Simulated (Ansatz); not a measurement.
Species: C2H6N2O, SMILES `CNC(=N)O` (C–N–C–O torsion -171°, N–C–O–H torsion -2°) (charge 0, multiplicity 1).

Give a relaxed geometry from r2SCAN-D4/def2-TZVP (Ansatz, a first-principles code).

This is not unique; one that fits is the end point of this relaxation, one of several conformers (outside a Z-matrix the atoms follow the SMILES, hydrogens last).
Bonds (Å): C1–N2 1.446, C1–H6 1.090, C1–H7 1.096, C1–H8 1.090, N2–C3 1.359, N2–H9 1.006, C3–N4 1.276, C3–O5 1.373, N4–H10 1.016, O5–H11 0.964. Angles (°): N2–C1–H6 109.3, N2–C1–H7 112.4, N2–C1–H8 108.7, H6–C1–H7 107.8, H6–C1–H8 109.2, H7–C1–H8 109.5, C1–N2–C3 120.0, C1–N2–H9 118.5, C3–N2–H9 115.4, N2–C3–N4 122.6, N2–C3–O5 109.3, N4–C3–O5 128.1, C3–N4–H10 112.2, C3–O5–H11 107.8.
